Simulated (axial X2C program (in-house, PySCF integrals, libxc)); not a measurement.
AgH: computed against measured constants

Computed with an in-house relativistic program for diatomic molecules. Spin-free means the one-electron spin-free X2C Hamiltonian; two-component (2c) means X2C with spin–orbit coupling and atomic mean-field two-electron Coulomb and Gaunt terms, so the difference of the two also holds small scalar two-electron terms. Basis: Ag dyall-cv3z [12s12p8d5f3g], H dyall-v3z [6s2p1d] (cores contracted in-house); Gaussian nuclei, density fitting, unrestricted open shells. Masses: Ag 106.905 u, H 1.008 u.

```
Hamiltonian    level  ωe (cm⁻¹)  ωexe (cm⁻¹)  De (eV)
  spin-free     PBE0     1764.3         30.5     2.28
  spin-free       HF     1601.2           24     1.23
  spin-free      MP2     1870.0         29.6     2.19
  spin-free     CCSD     1727.4         30.5     2.30
  spin-free  CCSD(T)     1740.4         32.2     2.36
  spin-free      PBE     1771.0         33.6     2.43
         2c     PBE0     1763.8         30.5     2.28
         2c       HF     1600.8           24     1.23
         2c      MP2     1868.7         29.6     2.19
         2c     CCSD     1726.3         30.5     2.30
         2c  CCSD(T)     1739.3         32.2     2.36
         2c      PBE     1770.5         33.6     2.43
```

De refers to Ag + H.

Correlated methods: 12 electrons correlated (number of frozen shells: Ag 4 s, 3 p, 1 d; H none), 210 virtual spin orbitals or spinors in MP2, 90 natural virtuals in coupled cluster.

Measured (Huber and Herzberg, Constants of Diatomic Molecules, 1979; state 1Σ+): ωe (cm⁻¹) 1759.9, ωexe (cm⁻¹) 34.06.

Q: Work out the error of each level, computed minus measured.

A: 

| Hamiltonian | level | ωe (cm⁻¹) | ωexe (cm⁻¹) |
| --- | --- | --- | --- |
| spin-free | PBE0 | 4.4 | -3.56 |
| spin-free | HF | -158.7 | -10.06 |
| spin-free | MP2 | 110.1 | -4.46 |
| spin-free | CCSD | -32.5 | -3.56 |
| spin-free | CCSD(T) | -19.5 | -1.86 |
| spin-free | PBE | 11.1 | -0.46 |
| 2c | PBE0 | 3.9 | -3.56 |
| 2c | HF | -159.1 | -10.06 |
| 2c | MP2 | 108.8 | -4.46 |
| 2c | CCSD | -33.6 | -3.56 |
| 2c | CCSD(T) | -20.6 | -1.86 |
| 2c | PBE | 10.6 | -0.46 |

One determinant describes the state; a PBE0 search over occupations chose it and may have missed a lower one. Closed shells are restricted here (equal orbitals for both partners); the stretched side of such a curve lies too high. Dissociation energies refer to the lowest single-determinant-based atoms at the same level and basis. CCSD and (T) use frozen natural virtuals with an MP2 correction for the truncation; (T) itself is uncorrected, so its De runs slightly low. The T1 diagnostic is large, a sign of multireference character.
